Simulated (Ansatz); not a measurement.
Calculated with Ansatz (gas phase, PBE0-D4/def2-TZVP geometries, no zero-point term in ΔE). CBS: MP2 limit from def2 TZ/QZ plus the TZ coupled-cluster correction, frozen cores. Functionals use def2-TZVPP. B3LYP here is the variant with VWN-RPA as its local correlation; programs differ in this. HSE06 is defined as in plane-wave codes. One conformer a species, not always the lowest.

`N[SiH]1C[SiH2]1` + `NBS` → `S[SiH]1C[SiH2]1` + `NBN`  (redistribution)

`N[SiH]1C[SiH2]1`:

Cartesian coordinates in Å:
```
N -1.690 0.250 -1.057
Si -0.137 -0.393 -0.728
C 1.055 0.736 0.200
Si 0.534 -0.654 1.397
H -2.515 -0.284 -0.841
H -1.844 0.877 -1.830
H 0.522 -1.170 -1.812
H 0.690 1.729 0.456
H 2.094 0.760 -0.119
H 1.592 -1.618 1.785
H -0.300 -0.232 2.547
```

`NBS`:

Cartesian coordinates in Å:
```
N 0.118 0.097 1.169
B 0.151 0.181 -0.219
S -0.858 -0.949 -1.222
H -0.440 -0.564 1.683
H 0.663 0.707 1.752
H 0.842 0.997 -0.749
H -0.476 -0.468 -2.413
```

`S[SiH]1C[SiH2]1`:

Cartesian coordinates in Å:
```
S -1.774 1.864 0.276
Si 0.084 0.847 0.454
C 0.500 -0.444 -0.864
Si 0.056 -1.379 0.730
H -1.376 2.693 -0.707
H 1.214 1.702 0.890
H 1.536 -0.494 -1.196
H -0.192 -0.545 -1.698
H -1.213 -2.142 0.713
H 1.163 -2.101 1.402
```

`NBN`:

Cartesian coordinates in Å:
```
N 0.510 0.451 -1.052
B 0.376 -0.252 0.162
N -0.810 -0.250 0.922
H -0.217 1.004 -1.472
H 1.362 0.439 -1.580
H 1.315 -0.880 0.567
H -0.888 -0.756 1.784
H -1.648 0.244 0.668
```

| level | ΔE (kJ/mol) | difference from CCSD(T)/CBS |
| --- | --- | --- |
| LDA (SPW92) | -45.4 | -2.8 |
| PBE-D4 | -45.1 | -2.5 |
| revPBE-D4 | -43.4 | -0.8 |
| BLYP-D4 | -43.2 | -0.6 |
| r2SCAN-D4 | -42.8 | -0.2 |
| B97M-V | -40.7 | 1.9 |
| PBE0-D4 | -45.2 | -2.6 |
| B3LYP-D4 | -43.7 | -1.1 |
| r2SCANh-D4 | -43.2 | -0.6 |
| r2SCAN0-D4 | -43.7 | -1.1 |
| HSE06-D4 | -45.4 | -2.8 |
| BHLYP-D4 | -44.3 | -1.7 |
| CAM-B3LYP-D4 | -42.4 | 0.2 |
| ωB97X-V | -41.0 | 1.6 |
| ωB97M-V | -42.7 | -0.1 |
| B2PLYP | -42.1 | 0.5 |
| PBE-QIDH | -43.3 | -0.7 |
| PBE | -44.7 | -2.1 |
| revPBE | -44.3 | -1.7 |
| BLYP | -42.9 | -0.3 |
| r2SCAN | -42.7 | -0.1 |
| PBE0 | -44.7 | -2.1 |
| r2SCAN0 | -43.6 | -1.0 |
| HSE06 | -44.9 | -2.3 |
| BHLYP | -42.8 | -0.2 |
| CAM-B3LYP | -41.8 | 0.8 |
| LC-ωPBE | -41.9 | 0.7 |
| RPA@PBE/def2-TZVPP | -38.2 | 4.4 |
| HF/def2-SVP | -45.9 | -3.3 |
| MP2/def2-SVP | -44.1 | -1.5 |
| CCSD/def2-SVP | -43.8 | -1.2 |
| CCSD(T)/def2-SVP | -43.6 | -1.0 |
| HF/def2-TZVPP | -41.7 | 0.9 |
| MP2/def2-TZVPP | -41.4 | 1.2 |
| CCSD/def2-TZVPP | -40.3 | 2.3 |
| CCSD(T)/def2-TZVPP | -40.4 | 2.2 |
| HF/def2-QZVPP | -41.9 | 0.7 |
| MP2/def2-QZVPP | -42.8 | -0.2 |
| SCS-MP2/def2-QZVPP | -41.6 | 1.0 |
| CCSD/CBS(def2) | -42.5 | 0.1 |
| CCSD(T)/CBS | -42.6 | 0 |

Largest T1 diagnostic among the species: 0.012.

Leaving LDA and LC-ωPBE aside and taking each functional with its dispersion term where it has one, the values spread over 4.6 kJ/mol, from HSE06-D4 to B97M-V.
